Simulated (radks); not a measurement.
All-electron atom: Ti in [Ar] 3d2 4s2 (the NIST ground configuration).

Method: Dirac Kohn-Sham, PBE, spin-unpolarised, spherical densities, finite nucleus; open shells are shared between the two j in proportion to 2j + 1; Fermi nuclear charge, rms radius 3.5921 fm; computed with a radial shooting solver on a logarithmic mesh with Libxc functionals.

Energy parts (hartree):
| part | energy |
|---|---|
| total | -853.57119 |
| kinetic | 861.88938 |
| electron-nucleus | -2030.47866 |
| Hartree | 356.95790 |
| exchange-correlation | -41.93981 |

Orbitals (lengths in bohr, moments of r in powers of bohr; <r^-3> diverges for s and p1/2):
| orbital | occ. | eigenvalue (hartree) | <1/r> | <r^-3> | <r^2> |
|---|---|---|---|---|---|
| 1s1/2 | 2 | -178.8975 | 21.80 | - | 0.006513 |
| 2s1/2 | 2 | -19.72767 | 4.559 | - | 0.1248 |
| 2p1/2 | 2 | -16.46357 | 4.491 | - | 0.1025 |
| 2p3/2 | 4 | -16.25144 | 4.434 | 260.0 | 0.1043 |
| 3s1/2 | 2 | -2.30135 | 1.398 | - | 1.170 |
| 3p1/2 | 2 | -1.44401 | 1.272 | - | 1.377 |
| 3p3/2 | 4 | -1.41983 | 1.260 | 29.83 | 1.398 |
| 4s1/2 | 2 | -0.16414 | 0.3693 | - | 14.25 |
| 3d3/2 | 0.8 | -0.15756 | 0.8667 | 1.940 | 3.555 |
| 3d5/2 | 1.2 | -0.15587 | 0.8636 | 1.915 | 3.585 |

The highest occupied level is 3d5/2 at -4.241 eV. The electron density at the nucleus is 8499 e/bohr^3. Summed over all electrons, <r^2> = 47.22 bohr^2, which gives a Langevin (diamagnetic) susceptibility term of -37.4 x 10^-6 cm^3/mol.
